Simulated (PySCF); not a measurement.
C2H4BF3, SMILES FCB(F)CF.

Geometry: B3LYP-D3(BJ)/def2-SVP. This is a generated structure with no PubChem entry under its InChIKey; it may be hypothetical. Other conformers were not sampled.

Computed with TDA-PBE0/def2-SVPD (PySCF).

Vertical excitations. Isolated molecule, no solvent. State labels are in the subgroup Cs.

```json
[
 {"state": "S1", "symmetry": "A\"", "energy (eV)": "6.29", "λ (nm)": "197", "f": "0.000", "main pairs": "HOMO→LUMO 99 %"},
 {"state": "S2", "symmetry": "A'", "energy (eV)": "7.76", "λ (nm)": "160", "f": "0.005", "main pairs": "HOMO→LUMO+1 89 %"},
 {"state": "S3", "symmetry": "A'", "energy (eV)": "8.12", "λ (nm)": "153", "f": "0.002", "main pairs": "HOMO→LUMO+2 76 %"},
 {"state": "S4", "symmetry": "A'", "energy (eV)": "8.13", "λ (nm)": "152", "f": "0.141", "main pairs": "HOMO−1→LUMO 87 %"},
 {"state": "S5", "symmetry": "A\"", "energy (eV)": "8.26", "λ (nm)": "150", "f": "0.025", "main pairs": "HOMO−3→LUMO 98 %"},
 {"state": "S6", "symmetry": "A'", "energy (eV)": "8.38", "λ (nm)": "148", "f": "0.041", "main pairs": "HOMO−2→LUMO 94 %"},
 {"state": "S7", "symmetry": "A'", "energy (eV)": "8.92", "λ (nm)": "139", "f": "0.025", "main pairs": "HOMO→LUMO+3 84 %"},
 {"state": "S8", "symmetry": "A\"", "energy (eV)": "8.97", "λ (nm)": "138", "f": "0.008", "main pairs": "HOMO−1→LUMO+1 81 %"},
 {"state": "S9", "symmetry": "A\"", "energy (eV)": "9.31", "λ (nm)": "133", "f": "0.004", "main pairs": "HOMO−2→LUMO+2 78 %, HOMO−1→LUMO+2 14 %"},
 {"state": "S10", "symmetry": "A\"", "energy (eV)": "9.41", "λ (nm)": "132", "f": "0.017", "main pairs": "HOMO−2→LUMO+1 86 %"},
 {"state": "T1", "symmetry": "A\"", "energy (eV)": "5.72", "λ (nm)": "217", "f": "0", "main pairs": "HOMO→LUMO 98 %"},
 {"state": "T2", "symmetry": "A\"", "energy (eV)": "7.36", "λ (nm)": "169", "f": "0", "main pairs": "HOMO−3→LUMO 95 %"},
 {"state": "T3", "symmetry": "A'", "energy (eV)": "7.43", "λ (nm)": "167", "f": "0", "main pairs": "HOMO→LUMO+1 49 %, HOMO→LUMO+2 36 %"},
 {"state": "T4", "symmetry": "A'", "energy (eV)": "7.58", "λ (nm)": "164", "f": "0", "main pairs": "HOMO−1→LUMO 89 %"}
]
```
Triplets are in the Tamm–Dancoff approximation.
